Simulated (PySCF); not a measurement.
# Steps of a relaxation of Eu(NH2)3

Eu(NH2)3 (singlet in the valence; each metal's 4f electrons, 6 of them, lie in its core potential, out of spins and levels; a saddle point, relaxed within its symmetry). PySCF 2.14.0, RKS PBE0, Eu lcecp-1-SVP with ECP52, N def2-SVP, H def2-SVP; non-relativistic Hamiltonian with scalar-relativistic core potentials where named; density fitting; no spin-orbit coupling. Origin of the start: template. Columns: position (Å) and force (eV/Å). Energies are counted from the last step; some of the 5 steps are shown. Forces carry noise of the integration grid, about 0.01 to 0.03 eV/Å.

Run from Python with OMP_NUM_THREADS=2. Where DIIS fails, smearing, a level shift and second-order steps follow.
It took 20 s on 2 threads of Arm Neoverse V1, on a shared host, from the converged density of the start.

```xyz
10
step 0  E = 0.101 eV
Eu    0.0000    0.0000    0.0000     0.00    0.00    0.00
N     2.2905    0.0000    0.0000    -1.23    0.00    0.00
H     2.8805    0.0000    0.8300     0.27    0.00   -0.19
H     2.8805    0.0000   -0.8300     0.27    0.00    0.19
N    -1.1452    1.9836    0.0000     0.62   -1.07    0.00
H    -1.4403    2.4946    0.8300    -0.14    0.24   -0.19
H    -1.4403    2.4946   -0.8300    -0.14    0.24    0.19
N    -1.1452   -1.9836    0.0000     0.62    1.07    0.00
H    -1.4403   -2.4946    0.8300    -0.14   -0.24   -0.19
H    -1.4403   -2.4946   -0.8300    -0.14   -0.24    0.19
```

```xyz
10
step 1  E = 0.020 eV
Eu    0.0000    0.0000    0.0000     0.00    0.00    0.00
N     2.2638    0.0000    0.0000    -0.56    0.00    0.00
H     2.8776    0.0000    0.8146     0.10    0.00   -0.08
H     2.8776    0.0000   -0.8146     0.10    0.00    0.08
N    -1.1319    1.9605    0.0000     0.28   -0.48    0.00
H    -1.4388    2.4921    0.8146    -0.05    0.09   -0.08
H    -1.4388    2.4921   -0.8146    -0.05    0.09    0.08
N    -1.1319   -1.9605    0.0000     0.28    0.48    0.00
H    -1.4388   -2.4921    0.8146    -0.05   -0.09   -0.08
H    -1.4388   -2.4921   -0.8146    -0.05   -0.09    0.08
```

```xyz
10
step 3  E = 0.000 eV
Eu    0.0000    0.0000    0.0000     0.00    0.00    0.00
N     2.2409    0.0000    0.0000     0.00    0.00    0.00
H     2.8710    0.0000    0.8037    -0.01    0.00    0.00
H     2.8710    0.0000   -0.8037    -0.01    0.00    0.00
N    -1.1204    1.9407    0.0000     0.00    0.00    0.00
H    -1.4355    2.4864    0.8037     0.00   -0.01    0.00
H    -1.4355    2.4864   -0.8037     0.00   -0.01    0.00
N    -1.1204   -1.9407    0.0000     0.00    0.00    0.00
H    -1.4355   -2.4864    0.8037     0.00    0.01    0.00
H    -1.4355   -2.4864   -0.8037     0.00    0.01    0.00
```

Task: Where does the relaxation end?

Result: It converges at step 4 in D3h:
```xyz
10
step 4  E = 0
Eu    0.0000    0.0000    0.0000
N     2.2404    0.0000    0.0000
H     2.8698    0.0000    0.8041
H     2.8698    0.0000   -0.8041
N    -1.1202    1.9402    0.0000
H    -1.4349    2.4853    0.8041
H    -1.4349    2.4853   -0.8041
N    -1.1202   -1.9402    0.0000
H    -1.4349   -2.4853    0.8041
H    -1.4349   -2.4853   -0.8041
```

Task: How did the contacts change?

Result: 
```tsv
contact	start (Å)	end (Å)
Eu1–N2 (NH2)	2.290	2.240
Eu1–N5 (NH2)	2.290	2.240
Eu1–N8 (NH2)	2.290	2.240
```


An lcecp potential fixes the number of 4f electrons, so in runs with it no electron can move into or out of that shell.
